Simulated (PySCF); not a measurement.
C4H7FO4.
Cartesian coordinates in Å at the GFN2-xTB level; atoms count from 1:
```xyz
16
C4H7FO4 angstrom
C      3.322    0.033    0.950
O      2.312    0.331   -0.014
C      1.109   -0.162    0.197
O      0.762   -0.865    1.099
O      0.306    0.253   -0.809
C     -1.020   -0.143   -0.730
F     -1.458   -0.239   -2.023
O     -1.734    0.786   -0.049
C     -3.057    0.384    0.279
H      3.648    0.971    1.398
H      4.154   -0.438    0.428
H      2.927   -0.635    1.717
H     -1.114   -1.161   -0.299
H     -3.644    0.204   -0.625
H     -3.483    1.211    0.840
H     -3.040   -0.520    0.896
```

Mayer bond orders were computed from the PBE0/pcSseg-1 density (PySCF). One conformer (not necessarily the lowest) at the GFN2-xTB geometry, without solvent, vibrations or thermal averaging.

Problem. Rank these bonds by Mayer order, highest first.
A. O2–C3
B. C3–O4
C. C6–F7
D. C1–O2
E. C6–O8

Solution. B (1.92), A (1.14), E (1.05), C (0.96), D (0.86).

Problem. Set the orders of all bonds between heavy atoms beside their lengths and the difference of the IAO charges at their ends.

Solution. 
```csv
bond,Mayer order,length (Å),q(first) − q(second) (e)
C3–O4,1.921,1.195,+1.172
O2–C3,1.140,1.317,-0.995
C6–O8,1.055,1.355,+0.897
C3–O5,1.043,1.352,+1.004
C6–F7,0.957,1.368,+0.847
O5–C6,0.931,1.386,-0.859
O8–C9,0.886,1.421,-0.155
C1–O2,0.862,1.427,+0.104
```

For a closed shell the Mayer order of atoms A and B is Σ (PS)μν (PS)νμ over the basis functions μ on A and ν on B, with P the density and S the overlap matrix.

These values come from a run that also computed NMR shieldings. The run took 45 s on one thread, Arm Neoverse N1, no GPU (shared host).
